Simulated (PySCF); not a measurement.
CHBrClF, SMILES F[C@H](Cl)Br.

Geometry optimised at B3LYP-D3(BJ)/def2-SVP.

Method: TDA-CAM-B3LYP/def2-SVPD run with PySCF 2.14.0.

Vertical excitations. The molecule is in vacuum.

| state | energy (eV) | λ (nm) | f | main pairs |
|---|---|---|---|---|
| S1 | 5.84 | 212 | 0.005 | HOMO→LUMO 89 % |
| S2 | 5.95 | 208 | 0.001 | HOMO−1→LUMO 91 % |
| S3 | 7.03 | 176 | 0.036 | HOMO−2→LUMO 79 % |
| S4 | 7.37 | 168 | 0.010 | HOMO−3→LUMO 63 %, HOMO→LUMO+1 16 % |
| S5 | 7.83 | 158 | 0.015 | HOMO→LUMO+1 57 %, HOMO−3→LUMO 18 % |
| S6 | 8.10 | 153 | 0.022 | HOMO−1→LUMO+1 74 % |
| S7 | 8.21 | 151 | 0.029 | HOMO→LUMO+2 34 %, HOMO−2→LUMO+1 29 %, HOMO−1→LUMO+1 9 %, HOMO→LUMO+1 8 % |
| S8 | 8.36 | 148 | 0.078 | HOMO→LUMO+2 39 %, HOMO−2→LUMO+1 22 %, HOMO−3→LUMO+1 9 % |
| S9 | 8.52 | 146 | 0.073 | HOMO−1→LUMO+2 76 % |
| S10 | 8.79 | 141 | 0.007 | HOMO−3→LUMO+1 48 %, HOMO−4→LUMO 15 % |
| T1 | 5.07 | 244 | 0 | HOMO→LUMO 88 % |
| T2 | 5.20 | 238 | 0 | HOMO−1→LUMO 88 % |
| T3 | 6.12 | 202 | 0 | HOMO−2→LUMO 74 % |
| T4 | 6.64 | 187 | 0 | HOMO−3→LUMO 49 %, HOMO−3→LUMO+1 18 %, HOMO→LUMO+1 9 % |
Triplets are in the Tamm–Dancoff approximation.
